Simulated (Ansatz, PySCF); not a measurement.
Process, species as SMILES: F[Si](Br)(Br)Br + 4 [H][H] (H2) → 3 Br (HBr) + F (HF) + [SiH4] (SiH4)
Geometries: B3LYP-D3(BJ)/def2-TZVP minima from Ansatz (an electronic-structure program). Frequencies are from Ansatz or PySCF.
Geometry of the first species:
SMILES: Br[Si](Br)(Br)F
```xyz
5

Si     0.0142     0.0186     0.4443
F      0.0649     0.0847     2.0267
Br     1.9353    -0.7822    -0.2629
Br    -1.6458    -1.3045    -0.1264
Br    -0.3119     2.0575    -0.3096
```

Property: energy of full hydrogenation (0 K, with B3LYP-D3(BJ) harmonic zero-point energies), in eV. Cores are frozen in the correlated levels unless marked. No spin-orbit coupling. Frozen are the shells of the preceding noble gas and the d and f shells that filled before the atom's block. No relativistic terms. Basis-set limits of correlation are two-point, X^-3; Hartree-Fock from the larger set. The bracket is a focal-point correction in the basis named.

RI-MP2/CBS(def2-TZVPPD,def2-QZVPPD)+[CCSD(T)-MP2]/def2-TZVPPD (Ansatz) gives 3.63 eV.

Q: Another calculation gave 3.70 eV. Which level was it?
A. wB97X-V/def2-TZVPD (Ansatz)
B. M06-2X/def2-TZVPD (PySCF)
C. PBE-QIDH/def2-TZVPD (Ansatz)
D. BLYP/def2-TZVPD (Ansatz)

A: C, PBE-QIDH/def2-TZVPD (Ansatz). The others give 3.57 (wB97X-V), 3.30 (BLYP), 3.95 (M06-2X) eV.
